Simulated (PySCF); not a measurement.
Species: B₂ClH₇P₂.
SMILES: `Cl[BH-]1[PH2+][BH2-][PH2+]1`

The closed-shell ground state was solved at several levels (PySCF, density fitting, gas phase, non-relativistic). Isolated species at its PBE0-D3(BJ)/def2-SVP geometry (one conformer only).

```csv
level,basis functions,HOMO (eV),LUMO (eV),gap (eV),dipole (D)
PBE0/aug-cc-pVDZ,190,-7.60,-0.76,6.84,1.77
PBE0/def2-TZVPD,269,-7.61,-0.81,6.80,1.74
PBE0/6-31+G*,116,-7.62,-0.69,6.93,1.87
```

(1) What might PBE0/def2-TZVP (215 basis functions) give for the same quantities?

(2) Over all these levels, which gives the widest orbital gap and which the narrowest?

(3) How much does the basis alone move the frontier levels among the 4 PBE0 rows (the withheld one included)?

(4) How far do the dipole and the HOMO energy spread over the levels?

Answers

(1) HOMO -7.58 eV, LUMO -0.68 eV, gap 6.90 eV, dipole 1.67 D.

(2) PBE0/6-31+G* has the widest, 6.93 eV, and PBE0/def2-TZVPD the narrowest, 6.80 eV. From the narrowest to the widest the HOMO moves by -0.01 eV and the LUMO by +0.12 eV.

(3) The HOMO by 0.04 eV and the LUMO by 0.13 eV. By rising basis size (HOMO, LUMO in eV): 6-31+G* -7.62, -0.69; aug-cc-pVDZ -7.60, -0.76; def2-TZVP -7.58, -0.68; def2-TZVPD -7.61, -0.81.

(4) The dipole runs from 1.67 to 1.87 D (mean 1.76 D) and the HOMO from -7.62 to -7.58 eV.
